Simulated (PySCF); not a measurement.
Computed with PBE0-D3(BJ)/def2-TZVP (PySCF 2.14.0). All species are isolated molecules in the gas phase. Delta-SCF ions had no search for a lower state. 

Reference species (SMILES): `C1(CC=1)F` (neutral, multiplicity 1).

| Item | Value |
|---|---|
| HOMO–LUMO gap | 7.81 eV |
| vertical ionisation energy (Delta-SCF) | 9.77 eV |

Changed species: `C=C=CF`.

Problem. Give the shifts of the HOMO–LUMO gap and vertical ionisation energy (Delta-SCF).

Solution. the HOMO–LUMO gap decreases by 0.97 eV, to 6.84 eV; the vertical ionisation energy (Delta-SCF) rises by 0.07 eV, to 9.84 eV.
